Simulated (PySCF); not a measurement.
**Mg: excitation energy**

Mg [Ne] 3s2 (1S) → Mg [Ne] 3s1 4s1 (3S), as a difference of total energies. Calculation: PySCF 2.14, in aug-cc-pCVTZ (8s7p5d3f, 75 functions); no relativity, point nucleus. Correlated levels: valence: [Ne] frozen; valence and next inner shell: 1s2 frozen; nothing frozen. The calculations carry no spin-orbit coupling.

```csv
method,excitation energy (cm⁻¹),error (cm⁻¹)
UHF,33950,-7248
LDA,40684,-514
PBE,39816,-1382
PBE0,39504,-1693
r2SCAN,38978,-2220
wB97X-V,41010,-187
r2SCANh,38998,-2200
B2PLYP,40804,-393
PBEsol,39453,-1744
MP2 (valence),38746,-2451
SCS-MP2 (valence),40083,-1115
MP2 (valence and next inner shell),39540,-1657
SCS-MP2 (valence and next inner shell),40691,-506
MP2 (all electrons),39533,-1664
SCS-MP2 (all electrons),40687,-510
```

Reference: 41197 cm⁻¹ (measured; NIST levels).

Errors of the correlated levels include the incompleteness of this basis and the frozen core.
